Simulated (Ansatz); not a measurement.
Basis-set series for GaH7N2Sn, SMILES `[NH2][GaH][NH][SnH3]`. Charge 0, multiplicity 1. Sn takes the def2 core potential. The geometry is a stationary point of PBE0-D4/def2-TZVP. It is one conformer, not always the lowest.

| functional | basis | functions | energy (Eh) | HOMO (eV) | LUMO (eV) |
| --- | --- | --- | --- | --- | --- |
| PBE0-D4 | def2-SVP | 121 | -2252.16620 | -6.52 | 0.11 |
| PBE0-D4 | def2-TZVPP | 258 | -2252.56282 | -6.74 | -0.27 |
| ωB97M-V | def2-SVP | 121 | -2252.32589 | -8.81 | 1.82 |
| ωB97M-V | def2-TZVPP | 258 | -2252.72815 | -9.05 | 1.19 |

(1) Give the rows for def2-QZVPP. (Estimate.)

Answers

(1) Ansatz gave: 
| functional | basis | functions | energy (Eh) | HOMO (eV) | LUMO (eV) |
| --- | --- | --- | --- | --- | --- |
| PBE0-D4 | def2-QZVPP | 495 | -2252.61668 | -6.79 | -0.37 |
| ωB97M-V | def2-QZVPP | 495 | -2252.78029 | -9.10 | 0.89 |

Positive LUMOs are unbound and depend on the basis. Scalar relativity is left out up to krypton.
